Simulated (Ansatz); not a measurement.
Total energies of the cluster K₂Se⁻ from Ansatz at PBE-D4/def2-TZVPD, gas phase (1 Eh = 27.2114 eV = 2625.5 kJ/mol). The reference geometry is relaxed at r2SCAN-D4/def2-TZVPD.

```xyz
3

K    -0.956    2.131    0.388
K     1.918   -1.381   -0.130
Se   -0.962   -0.749   -0.257
```

```tsv
state	geometry	energy (Eh)
charge -1 doublet	reference	-3600.69741
charge 0 singlet	reference	-3600.67672
charge -1 quartet	relaxed at r2SCAN-D4/def2-TZVPD	-3600.65550
```

Work out the vertical ionisation energy to the singlet.

E(charge 0 singlet) − E(charge -1 doublet) = -3600.67672 − (-3600.69741) = 0.02069 Eh = 0.56 eV. For comparison, −ε of the highest occupied level of the spin that leaves is -0.58 eV at this level, 1.14 eV less.

Which of the charge -1 states is lowest, and how far above it are the others?

The doublet. quartet: -3600.65550 − (-3600.69741) = 0.04191 Eh = 110.0 kJ/mol. The quartet differs in its bonds from the reference.

At PBE-D4/def2-TZVPD the highest occupied level of the charge -1 doublet lies above zero (up to 0.58 eV). By energy differences its removal costs 0.56 eV (vertical, to the charge 0 singlet, at PBE-D4/def2-TZVPD); a positive level beside a positive removal energy at the same level points to self-interaction error. At PBE-D4/def2-TZVPD the highest occupied level of the charge -1 quartet lies above zero (up to 0.42 eV). It is a level of α spin, whose loss leaves a triplet; that state wasn't run at this geometry and level. The electron is either unbound and held by the finite basis, or the level is raised by self-interaction error. 

The structure comes from a short search, and lower isomers may exist.
